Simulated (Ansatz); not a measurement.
Geometry optimisation, RKS PBE/def2-SVP (Ansatz 0.2.0).

Input file:

```yaml
crystal:
  periodic: [false, false, false]
  atoms:
    - { symbol: I, position_ang: [-2.2362, -0.5309, 2.0892] }
    - { symbol: C, position_ang: [-1.0025, 0.3394, -0.2599] }
    - { symbol: C, position_ang: [0.3603, 0.8203, 0.1982] }
    - { symbol: Si, position_ang: [0.9934, -0.8342, -0.4199] }
    - { symbol: O, position_ang: [-0.6555, -0.8872, -0.9579] }
    - { symbol: H, position_ang: [-1.7562, 1.0076, -0.7061] }
    - { symbol: H, position_ang: [0.8107, 1.6713, -0.3479] }
    - { symbol: H, position_ang: [0.5387, 1.0231, 1.2747] }
    - { symbol: H, position_ang: [1.8665, -0.7926, -1.5159] }
    - { symbol: H, position_ang: [1.164, -1.8679, 0.6486] }
basis:
  gaussian: { orbitals: def2-SVP }
hamiltonian:
  xc: pbe
relax:
  f_tol: 0.02
  max_steps: 50
```

Run as:

```bash
$ ansatz run input.yaml --threads 2 --pin off --max-ram 3072MiB --backend cpu --events-out ev --progress --plain --runs-dir out
```

Q: Where does it end, and by what steps?

A: It converged. The force dipped under the threshold on the way, but the program's further checks kept it going. After 9 steps the energy has fallen by 0.899 eV; I1 moved furthest, 0.50 Å.

```tsv
step	energy less start (eV)	largest force component (eV/Å)	accepted
0	0.0000	2.658	yes
1	-0.6367	1.201	yes
2	-0.8599	0.382	yes
3	-0.8820	0.273	yes
4	-0.8909	0.156	yes
5	-0.8937	0.109	yes
6	-0.8955	0.057	yes
7	-0.8973	0.056	yes
8	-0.8983	0.019	yes
9	-0.8986	0.011	yes
```

```xyz
10
Properties=species:S:1:pos:R:3
I -2.280 -0.198 1.724
C -1.014 0.248 -0.101
C 0.374 0.802 0.304
Si 0.974 -0.851 -0.410
O -0.715 -0.918 -0.818
H -1.692 0.919 -0.664
H 0.653 1.689 -0.302
H 0.520 1.029 1.375
H 1.841 -0.840 -1.635
H 1.423 -1.932 0.528
```

Run time: 28 s on 2 threads of Intel(R) Xeon(R) Platinum 8259CL CPU @ 2.50GHz (Skylake/Cascade Lake), on a shared host, peak memory 0.17 GiB.
